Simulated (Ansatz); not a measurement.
Consider the redistribution: `C[O][SnH]([CH3])[SeH]` + `[CH3][AlH][C](=N)O` → `[CH3][AlH][C](=N)[SeH]` + `C[O][SnH]([CH3])[OH]`.

Gas-phase electronic energies from Ansatz, PBE0-D4/def2-TZVP geometries. CCSD(T)/CBS adds triple-zeta CCSD(T) − MP2 to the extrapolated MP2 energy (def2 sets, frozen cores). Functionals use def2-TZVPP. def2 core potentials past Kr. For Se, Sn outer-core shells are correlated without core-valence functions, which leaves a few kJ/mol of doubt a bond. Scalar relativity is left out up to krypton. One conformer a species, not always the lowest.

CCSD(T)/CBS gives +69.5 kJ/mol.

Question: Another level gave +63.8 kJ/mol. Which?
A. HF/def2-TZVPP
B. ωB97X-V/def2-TZVPP
C. SCS-MP2/def2-TZVPP
D. r2SCAN/def2-TZVPP

Answer: C. SCS-MP2/def2-TZVPP 63.8, r2SCAN 73.2, ωB97X-V 79.3, HF/def2-TZVPP 89.2 kJ/mol.

Largest T1 diagnostic among the species: 0.014.

In def2-TZVPP, CCSD(T) changes the Hartree–Fock value by −22.9 kJ/mol (the triples alone add −3.6 kJ/mol) and MP2 by −23.4 kJ/mol. From PBE to PBE0 (25 % exact exchange), in def2-TZVPP and without D4, ΔE moves by +8.8 kJ/mol.
